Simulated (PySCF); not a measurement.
CH5N, charge +1, doublet, geometry from GFN2-xTB (a state made from the parent by changing its charge; the spin is typed, not shown lowest), atoms displaced at random by about 0.08 Å a coordinate; PySCF with DF-PBE/6-31G, gradient.

Here is a job for PySCF.
```python
from pyscf import gto, scf, dft

mol = gto.Mole()
mol.atom = '''
    C    -0.623510   -0.007488   -0.072453
    N     0.668568   -0.092071   -0.008296
    H    -1.271224   -0.628799   -0.519964
    H    -1.045416    1.286122   -0.399309
    H    -1.195447    0.397061    1.098905
    H     1.018969   -0.959522   -0.380326
    H     1.185702    0.772164    0.404993
'''
mol.basis = '6-31g'
mol.charge = 1
mol.spin = 1
mol.verbose = 4
mol.build()

mf = dft.UKS(mol)
mf.xc = 'pbe'
mf = mf.density_fit(auxbasis='def2-universal-jkfit')
mf.kernel()
g = mf.nuc_grad_method()
g.auxbasis_response = False
grad = g.kernel()
```

Q: Write the output that PySCF gives for this input, abridged.

A: 
```
PySCF version 2.14.0

[INPUT] verbose = 4
[INPUT] num. atoms = 7
[INPUT] num. electrons = 17
[INPUT] charge = 1
[INPUT] spin (= nelec alpha-beta = 2S) = 1
[INPUT] symmetry False subgroup None
[INPUT] Mole.unit = angstrom
[INPUT] Symbol           X                Y                Z      unit          X                Y                Z       unit  Magmom
[INPUT]  1 C     -0.623510000000  -0.007488000000  -0.072453000000 AA   -1.178263135928  -0.014150269221  -0.136916326903 Bohr   0.0
[INPUT]  2 N      0.668568000000  -0.092071000000  -0.008296000000 AA    1.263410415648  -0.173988974015  -0.015677167929 Bohr   0.0
[INPUT]  3 H     -1.271224000000  -0.628799000000  -0.519964000000 AA   -2.402265202974  -1.188257897400  -0.982589554633 Bohr   0.0
[INPUT]  4 H     -1.045416000000   1.286122000000  -0.399309000000 AA   -1.975549926238   2.430418342778  -0.754584649074 Bohr   0.0
[INPUT]  5 H     -1.195447000000   0.397061000000   1.098905000000 AA   -2.259067426433   0.750336544746   2.076629486915 Bohr   0.0
[INPUT]  6 H      1.018969000000  -0.959522000000  -0.380326000000 AA    1.925572339422  -1.813233790495  -0.718711978051 Bohr   0.0
[INPUT]  7 H      1.185702000000   0.772164000000   0.404993000000 AA    2.240652045349   1.459178483249   0.765325852366 Bohr   0.0

nuclear repulsion = 42.6275965759926
number of shells = 20
number of NR pGTOs = 64
number of NR cGTOs = 28
basis = 6-31g
ecp = {}

******** <class 'pyscf.df.df_jk.DFUKS'> ********
method = DFUKS
initial guess = minao
damping factor = 0
level_shift factor = 0
DIIS = <class 'pyscf.scf.diis.CDIIS'>
diis_start_cycle = 1
diis_space = 8
diis_damp = 0
SCF conv_tol = 1e-09
SCF conv_tol_grad = None
SCF max_cycles = 50
direct_scf = False
number electrons alpha = 9  beta = 8
XC library pyscf.dft.libxc version 7.1.2
    S. Lehtola, C. Steigemann, M. J. T. Oliveira, and M. A. L. Marques,  SoftwareX 7, 1–5 (2018)
XC functionals = pbe
    J. P. Perdew, K. Burke, and M. Ernzerhof,  Phys. Rev. Lett. 77, 3865 (1996)
    J. P. Perdew, K. Burke, and M. Ernzerhof,  Phys. Rev. Lett. 78, 1396 (1997)
    J. P. Perdew, K. Burke, and M. Ernzerhof,  Phys. Rev. Lett. 77, 3865 (1996)
    J. P. Perdew, K. Burke, and M. Ernzerhof,  Phys. Rev. Lett. 78, 1396 (1997)
radial grids:
    Treutler-Ahlrichs [JCP 102, 346 (1995); DOI:10.1063/1.469408] (M4) radial grids

becke partition: Becke, JCP 88, 2547 (1988); DOI:10.1063/1.454033
pruning grids: <function nwchem_prune>
grids dens level: 3
symmetrized grids: False
atomic radii adjust function: <function treutler_atomic_radii_adjust>
small_rho_cutoff = 0
Set gradient conv threshold to 3.16228e-05
tot grids = 77064
init E= -95.658388478275

cycle= 1 E= -95.3054160189999  delta_E= 0.353  |g|= 0.0955  |ddm|= 1.52
cycle= 2 E= -95.3059690986978  delta_E= -0.000553  |g|= 0.104  |ddm|= 0.258
cycle= 3 E= -95.3116389262946  delta_E= -0.00567  |g|= 0.0438  |ddm|= 0.136
cycle= 4 E= -95.3125915694982  delta_E= -0.000953  |g|= 0.018  |ddm|= 0.0507
cycle= 5 E= -95.3127556064968  delta_E= -0.000164  |g|= 0.00451  |ddm|= 0.0164
cycle= 6 E= -95.3127715962993  delta_E= -1.6e-05  |g|= 0.000981  |ddm|= 0.00656
cycle= 7 E= -95.3127728553295  delta_E= -1.26e-06  |g|= 0.000194  |ddm|= 0.00219
cycle= 8 E= -95.3127728928358  delta_E= -3.75e-08  |g|= 4.62e-05  |ddm|= 0.000425
cycle= 9 E= -95.3127728958142  delta_E= -2.98e-09  |g|= 2e-05  |ddm|= 0.000117
cycle= 10 E= -95.3127728961735  delta_E= -3.59e-10  |g|= 5e-06  |ddm|= 3.68e-05
Extra cycle  E= -95.3127728961641  delta_E= 9.32e-12  |g|= 7.67e-06  |ddm|= 1.46e-05
converged SCF energy = -95.3127728961641  <S^2> = 0.75655752  2S+1 = 2.0065468

******** <class 'pyscf.df.grad.uks.Gradients'> for <class 'pyscf.df.df_jk.DFUKS'> ********
unit = Eh/Bohr
grid_response = False
--------------- DFUKS gradients ---------------
         x                y                z
0 C     0.0850998933    -0.1584649429    -0.0772050115
1 N    -0.0491759531    -0.0311409034    -0.0157336074
2 H     0.0387378570     0.0604226866     0.0366643107
3 H    -0.0191395912     0.0542051588    -0.0066323379
4 H    -0.0236681339     0.0221053000     0.0431193408
5 H    -0.0339699266     0.0070217190     0.0022741838
6 H     0.0022290496     0.0458686900     0.0175025517
----------------------------------------------
```
